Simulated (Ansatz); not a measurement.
A nudged elastic band was laid between two geometries of F2GeH2 + H2 (7 atoms, charge 0, multiplicity 1).

Method: Ansatz 0.2.0, RKS PBE0-D4/def2-SVP.

```
movable images  : 7
climbing image  : yes
spring          : 5.0 eV/Å²
optimiser       : quadratic models (default)
start path      : through a guess of the saddle point
force threshold : 0.05 eV/Å
iteration limit : 60
end points      : relaxed
```

First end point:

```xyz
7
Properties=species:S:1:pos:R:3
Ge 0.482 -0.023 -0.297
F 0.003 -0.310 1.344
H 1.997 0.182 -0.307
H -0.425 1.068 -0.866
F 0.134 -1.499 -1.127
H -3.029 0.337 1.916
H -2.294 0.140 1.887
```

Last end point:

```xyz
7
Properties=species:S:1:pos:R:3
Ge -0.230 -0.316 -0.317
F -0.649 1.110 2.084
H 1.071 -0.528 0.464
H -0.446 1.125 -0.789
F -0.063 -1.269 -1.776
H -1.459 -0.904 0.396
H -1.356 0.675 2.489
```

(1) What changes between the two ends?

(2) What energy profile does the band end with?

(3) What is the geometry of the highest image?

(4) What are the harmonic wavenumbers there?

Results:

(1) Bonds broken: Ge1–F2, H6–H7. Bonds formed: Ge1–H6, F2–H7. F2GeH2 + H2 becomes FGeH3 + FH.

(2) The forces met the threshold. The highest image is number 5 of 0 to 8, 40.0 kcal/mol above the first end and 30.8 kcal/mol above the last; the last end lies 9.1 kcal/mol above the first. A vibrational analysis at the climbing image gives one clearly imaginary mode, 1028i cm⁻¹: a first-order saddle point. The orbitals stay closed-shell, which can raise the energy where a bond breaks towards radicals; this wasn't checked here.

```csv
image,path coordinate (Å),energy (kcal/mol),Ge1–F2 (Å),H6–H7 (Å),Ge1–H6 (Å)
0,0.00,0.0,1.73,0.76,4.17
1,0.93,0.1,1.73,0.76,3.82
2,1.87,0.4,1.73,0.76,3.66
3,2.80,1.7,1.73,0.76,3.21
4,3.73,13.9,1.77,0.76,2.49
5,4.66,40.0,2.00,0.94,1.81
6,5.27,17.2,2.39,1.38,1.59
7,5.89,9.8,2.77,1.89,1.55
8,6.50,9.1,2.82,2.62,1.54
```

(3) 
```xyz
7
Properties=species:S:1:pos:R:3:forces:R:3
Ge -0.153 0.067 -0.024 0.01 0.00 0.00
F -0.370 0.810 1.820 -0.01 -0.01 0.00
H 1.258 -0.421 0.276 0.00 0.00 0.00
H -0.523 1.395 -0.673 0.00 0.00 0.00
F -0.678 -1.090 -1.242 0.00 0.00 0.00
H -1.488 -0.744 0.883 0.00 0.00 0.01
H -1.178 -0.124 1.510 0.00 0.00 0.00
```

(4) 1028i, 131, 258, 540, 584, 685, 792, 796, 921, 1033, 1136, 1729, 2225, 2257, 2340 cm⁻¹.

The run took 5.1 min on 1 thread of Arm Neoverse V2, with other jobs on the host, peak memory 0.15 GiB.
